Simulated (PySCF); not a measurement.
# [C5H4FNO]+: g tensor and hyperfine couplings

Species: C₅H₄FNO (charge +1 and doublet state).
Geometry (GFN2-xTB, Å), atoms numbered from 1 in this order:
```
atom  x, y, z in Å
N1     2.4647    1.2085   -0.0406
C2     1.8358    0.1414    0.0728
C3     0.4060   -0.0481    0.0431
C4    -0.3559   -1.2164    0.0867
C5    -1.6903   -0.8244   -0.0037
C6    -1.6477    0.5619   -0.1293
F7    -2.6072    1.4152   -0.2386
O8    -0.4113    1.0316   -0.1142
H9     2.1439    2.1681   -0.0633
H10    2.4173   -0.7821    0.1419
H11    0.0156   -2.2173    0.1959
H12   -2.5697   -1.4391    0.0233
```

The hyperfine couplings belong to this conformer and change with its torsions.

The species is `[H]/N=C\[C+]1[CH]C=C(F)O1` [radical] (charge +1).

The calculation used UKS B3LYP, pcH-1 on C F H N O, non-relativistic, mean-field spin-orbit, GIAO (PySCF). Isolated species at its GFN2-xTB geometry (one conformer only). A GFN2-xTB geometry isn't a minimum of the functional, and hyperfine couplings can be far from their values at a DFT geometry, by a factor of two or more for some ions and for spin on atoms past the first row. The SCF solution wasn't tested for stability. ⟨S²⟩ is 0.777 where a pure state has 0.75.

- g1, g2, g3: 2.00217, 2.00314, 2.01155
- g_iso: 2.00562
- Form of g: close to axial: the two nearest values differ by 10 % of g3 − g1
- ⟨S²⟩: 0.7770 (exact 0.7500)
- α and β electrons: 29, 28
- HOMO–LUMO gap, α and β orbitals: 5.26, 1.66 eV
- Total energy: -422.39973 Eh

Isotropic coupling and dipolar principal values T1 to T3, in MHz; ρ(0) is the spin density at the nucleus:

```
atom  isotope  a_iso      T1      T2     T3  Mulliken spin population  ρ(0) (bohr⁻³)
  N1      14N   37.1   -24.4   -19.9   44.3                      0.44         0.1148
  C2      13C  -25.4   -18.8     5.6   13.2                     -0.14        -0.0226
  C3      13C   50.2   -32.6   -30.8   63.3                      0.34         0.0446
  C4      13C   -8.2    -4.2    -2.9    7.1                      0.01        -0.0073
  C5      13C    0.3    -9.8    -8.3   18.1                      0.09         0.0002
  C6      13C   21.4   -25.5   -24.6   50.1                      0.24         0.0190
  F7      19F   62.0  -129.7  -118.1  247.8                      0.04         0.0147
  O8      17O    4.6    -3.3    -2.8    6.1                     -0.04        -0.0076
  H9       1H   -4.7   -23.2    -4.9   28.2                     -0.01        -0.0010
 H10       1H   46.4    -5.0     0.3    4.7                      0.02         0.0104
 H11       1H   -4.2    -3.4    -2.6    6.0                      0.00        -0.0009
 H12       1H   -8.0    -5.7    -2.3    8.0                      0.00        -0.0018
```

Largest spin populations (Mulliken): N1 (+0.44), C3 (+0.34), C6 (+0.24) and C2 (-0.14). Three atoms exceed +0.15. The positive populations add up to 1.19 and the negative ones to -0.19, together 2S = 1.

The SMILES `[H]/N=C\[C+]1[CH]C=C(F)O1` draws the unpaired electron on C4, whose computed spin population is only +0.01.

Axes: g3 points within 9° of the C5–C6 bond.

Under fast tumbling the dipolar parts average out, and these isotropic splittings remain: 1 × 19F (F7, I = 1/2, 2 lines) with 2.21 mT, 1 × 1H (H10, I = 1/2, 2 lines) with 1.65 mT, 1 × 14N (N1, I = 1, 3 lines) with 1.32 mT, 1 × 1H (H12, I = 1/2, 2 lines) with 0.28 mT, 1 × 1H (H9, I = 1/2, 2 lines) with 0.17 mT and 1 × 1H (H11, I = 1/2, 2 lines) with 0.15 mT.

The 13C coupling of C3 (50.2 MHz) shows only in satellite lines or after enrichment, since that isotope makes up about 1.07 % of natural carbon.
